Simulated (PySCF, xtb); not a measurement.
2-fluoro-2-methylpropane (C4H9F), SMILES CC(C)(C)F.

GFN2-xTB run with xtb at its own geometry gives an orbital gap of 12.15 eV and a dipole moment of 2.45 D.

The structure is a stationary point at PBE-D3(BJ)/def2-SVP.

Q: What does PBE/def2-TZVP (PySCF) give? (The exact figures need the calculation; the answer reports its results.)

A: gap 7.71 eV (levels -7.50 and 0.21 eV), dipole 1.79 D.
